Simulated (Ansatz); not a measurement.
Ansatz results at the PBE0-D4/def2-TZVP geometry: HOMO–LUMO gap (ωB97M-V/def2-TZVPP) 11.65 eV; HOMO–LUMO gap (PBE0/def2-TZVPP) 7.85 eV; LUMO energy (PBE0/def2-TZVPP) 0.41 eV.

Each molecule was computed in one conformer, which needn't be the lowest.

Question: Which molecule gave them?
A. `NCB/C=C/F`
B. `[OH][Sb]([F])[F]`
C. `OC[Si](O)(O)O`
D. `[SiH3][B]1[AlH][S]1`

Answer: C. The others give `NCB/C=C/F`: 9.38, 4.93, -1.63; `[OH][Sb]([F])[F]`: 12.04, 8.00, -1.29; `[SiH3][B]1[AlH][S]1`: 7.86, 4.01, -2.30.
